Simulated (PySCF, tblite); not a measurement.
C₃H₁₁ClS₂Si₂.
Geometry (GFN2-xTB, Å), atoms numbered from 1 in this order:
```xyz
19
C3H11ClS2Si2 angstrom
C     -2.9891    0.9637   -0.2525
C     -2.4048   -0.3454   -0.7802
Si    -1.1167   -1.1124    0.3946
Cl    -0.2912   -2.7269   -0.5091
S      0.4312    0.3180    0.8634
C      1.2862    0.4252   -0.7567
S      2.8517    1.3186   -0.6651
Si     3.9178    0.0720    0.7299
H     -2.2026    1.6958   -0.0853
H     -3.5049    0.8026    0.6907
H     -3.6989    1.3791   -0.9644
H     -1.9526   -0.1637   -1.7597
H     -3.2144   -1.0581   -0.9466
H     -1.6271   -1.4702    1.7058
H      0.6544    0.9750   -1.4499
H      1.4696   -0.5850   -1.1165
H      3.7459   -1.2981    0.2566
H      3.3571    0.2598    2.0587
H      5.2785    0.5592    0.5940
```

Theory: PBE0/pcSseg-1 in PySCF (dipole) on a GFN2-xTB geometry, gas phase.

Take the most abundant isotopes and a rigid rotor. The values belong to one conformer with, in the numbering `[CH3:1][CH2:2][Si@@H:3]([Cl:4])[S:5][CH2:6][S:7][SiH3:8]`, C1–C2–Si3–Cl4 -174°, C2–Si3–S5–C6 -70°, Si3–S5–C6–S7 -169°, S5–C6–S7–Si8 61°.

(1) Give the principal moments of inertia and the rotational constants in MHz.

(2) Classify the top.

(3) Is it planar, by Δ = Ic − Ia − Ib?

(4) Give the other two planar moments, Paa and Pbb, and the rms extents of the mass along the axes.

(5) Predict some low-J microwave lines.

(6) Estimate the classical rotational partition function at 50 K, 100 K and 200 K.

## Answers

(1) Ia = 393.42, Ib = 1121.41, Ic = 1327.62 u·Å²; 505379 MHz·u·Å²/I gives A = 1285, B = 450.7, C = 380.7 MHz.

(2) An asymmetric top. Ray's parameter κ = (2B − A − C)/(A − C) = -0.845; −1 is the prolate and +1 the oblate limit.

(3) Not planar: Δ = Ic − Ia − Ib = -187.22 u·Å². For a rigid frame Δ = −2 Σ m c², so Σ m c² = 93.61 u·Å² lies off the ab plane: 14.88 from hydrogen and 78.73 from heavier atoms. The atom farthest from that plane is 1.88 Å away.

(4) Paa = Σ m a² = (Ib + Ic − Ia)/2 = 1027.80 and Pbb = Σ m b² = (Ia + Ic − Ib)/2 = 299.82 u·Å². With the mass M = 201.95 u, the rms extents √(P/M) along a, b and c are 2.26, 1.22, 0.68 Å.

(5) The dipole components are |μa| = 1.74 D, |μb| = 0.08 D, |μc| = 0.14 D. Intensities carry the squares of the components, which stand as 1.00 : 0.00 : 0.01 (a : b : c). Some lines, for components of 0.1 D or more:

```csv
type,branch,"J(Ka,Kc)",MHz,lower level (cm⁻¹)
c,Q,"4(1,4) ← 4(0,4)",571,0.275
a,Q,"4(1,3) ← 4(1,4)",699,0.294
c,Q,"2(1,2) ← 2(0,2)",768,0.083
a,R,"2(1,2) ← 1(1,1)",1593,0.056
a,R,"2(0,2) ← 1(0,1)",1658,0.028
c,Q,"4(2,3) ← 4(1,3)",2265,0.318
c,Q,"2(2,1) ← 2(1,1)",2502,0.116
a,R,"5(4,1) ← 4(4,0)",4166,0.741
c,Q,"4(3,2) ← 4(2,2)",4296,0.395
c,R,"4(2,2) ← 3(1,2)",5784,0.202
c,R,"5(2,4) ← 4(1,4)",7111,0.294
c,R,"5(4,1) ← 4(3,1)",10240,0.539
c,R,"5(5,1) ← 4(4,1)",11977,0.741
```

(6) Point group C1, symmetry number σ = 1; q = (√π/σ)·√((kT/h)³/(ABC)), k/h = 20836.6 MHz/K: 127000 at 50 K, 359000 at 100 K, 1020000 at 200 K.

Its lowest GFN2-xTB frequency is 1i cm⁻¹, too small to tell a flat minimum from a shallow saddle. These are rigid-rotor constants of the computed structure; measured ground-state constants (B0) also hold zero-point vibration. A rigid rotor knows nothing of internal rotation, which can split or shift real lines. Quadrupole hyperfine structure (35Cl) is left out.
